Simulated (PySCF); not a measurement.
An unknown gives this computed stick spectrum. Method: TDDFT PBE0/def2-SVPD, vertical, gas phase, core orbitals frozen in the response in PySCF. Geometries: GFN2-xTB, one conformer each.

```
state  E (eV)  λ (nm)       f
   S1    4.61   268.9  0.0052
   S2    5.12   242.2   0.074
   S3    6.36   195.0   0.026
   S4    6.64   186.7   0.356
   S5    6.77   183.1   0.030
   S6    7.26   170.7   0.018
   S7    7.30   169.7  0.0068
   S8    7.41   167.2  0.0058
```

Orbital energies (eV): HOMO-3 -10.40, HOMO-2 -8.16, HOMO-1 -7.22, HOMO -6.98, LUMO -0.95, LUMO+1 0.53, LUMO+2 1.30.

**Question.** Which structure fits? All have the formula C5H9NO.
A. `[C@@H]1(CC=NC1)OC`
B. `C=NC1(OC)CC1`
C. `C=CC(N(C)C)=O`
D. `COC1=CCNC1`

**Answer.** C. Its S1, at 4.61 eV, is the lowest among the candidates; the nearest of the others has S1 at 4.95 eV. S1 is HOMO-1→LUMO (93%). Löwdin shares by element: HOMO nitrogen 42%, oxygen 26%, carbon 13% or more (atoms not listed hold the other 19%); LUMO carbon 68% or more, oxygen 10% (atoms not listed hold the other 22%). At the same level the other candidates give, for their lowest levels:
- `CO[C@H]1CC=NC1`: 5.28 eV (f 0.002); 6.63 eV (f 0.014); 6.81 eV (f 0.001); 7.12 eV (f 0.007); 7.34 eV (f 0.021); T1 4.48 eV; HOMO -7.01, LUMO 0.06 eV
- `COC1=CCNC1`: 5.93 eV (f 0.008); 6.10 eV (f 0.006); 6.25 eV (f 0.012); 6.49 eV (f 0.006); 6.59 eV (f 0.004); T1 4.43 eV; HOMO -6.36, LUMO 0.72 eV
- `C=NC1(OC)CC1`: 4.95 eV (f 0.004); 6.22 eV (f 0.173); 6.68 eV (f 0.095); 6.97 eV (f 0.009); 7.32 eV (f 0.012); T1 4.12 eV; HOMO -7.16, LUMO -0.36 eV

Conformer computed: `[CH2:1]=[CH:2][C:3](=[O:4])[N:5]([CH3:6])[CH3:7]`: C1–C2–C3–O4 28°, C2–C3–N5–C6 4°.
Triplets come from the Tamm–Dancoff approximation.
